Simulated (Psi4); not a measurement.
Level of theory: SAPT0/jun-cc-pVDZ, frozen core in Psi4 1.11.

Psi4 input:

```
molecule {
0 1
Cl 1.00674416 -0.00000000 -0.00000000
Cl -1.00674416 0.00000000 0.00000000
--
0 1
Se 3.68667232 -0.00079525 -0.02586089
H 3.72865225 -0.38222661 -1.44532487
H 3.77451208 -1.40865930 0.38926950
units angstrom
symmetry c1
no_reorient
no_com
}
set basis jun-cc-pvdz
set scf_type df
set freeze_core true
energy('sapt0')
```

Part of the output:

```
    SAPT Results
  --------------------------------------------------------------------------------------------------------
    Electrostatics                -41.61051501 [mEh]     -26.11099238 [kcal/mol]    -109.24839211 [kJ/mol]
      Elst10,r                    -41.61051501 [mEh]     -26.11099238 [kcal/mol]    -109.24839211 [kJ/mol]

    Exchange                       83.40076625 [mEh]      52.33477094 [kcal/mol]     218.96868161 [kJ/mol]
      Exch10                       83.40076625 [mEh]      52.33477094 [kcal/mol]     218.96868161 [kJ/mol]
      Exch10(S^2)                  79.17559634 [mEh]      49.68343679 [kcal/mol]     207.87549954 [kJ/mol]

    Induction                     -22.99777658 [mEh]     -14.43132268 [kcal/mol]     -60.38065408 [kJ/mol]
      Ind20,r                    -121.63097534 [mEh]     -76.32458933 [kcal/mol]    -319.34208176 [kJ/mol]
      Exch-Ind20,r                107.09039342 [mEh]      67.20023642 [kcal/mol]     281.16578919 [kJ/mol]
      delta HF,r (2)               -8.45719466 [mEh]      -5.30696977 [kcal/mol]     -22.20436151 [kJ/mol]

    Dispersion                     -9.77697576 [mEh]      -6.13514492 [kcal/mol]     -25.66944633 [kJ/mol]
      Disp20                      -13.79616491 [mEh]      -8.65722419 [kcal/mol]     -36.22182599 [kJ/mol]
      Exch-Disp20                   4.01918915 [mEh]       2.52207927 [kcal/mol]      10.55237966 [kJ/mol]
      Disp20 (SS)                  -6.89808246 [mEh]      -4.32861209 [kcal/mol]     -18.11091300 [kJ/mol]
      Disp20 (OS)                  -6.89808246 [mEh]      -4.32861209 [kcal/mol]     -18.11091300 [kJ/mol]
      Exch-Disp20 (SS)              1.80254379 [mEh]       1.13111330 [kcal/mol]       4.73257806 [kJ/mol]
      Exch-Disp20 (OS)              2.21664536 [mEh]       1.39096597 [kcal/mol]       5.81980160 [kJ/mol]

  Total HF                         18.79247466 [mEh]      11.79245588 [kcal/mol]      49.33963542 [kJ/mol]
  Total SAPT0                       9.01549890 [mEh]       5.65731097 [kcal/mol]      23.67018909 [kJ/mol]
```
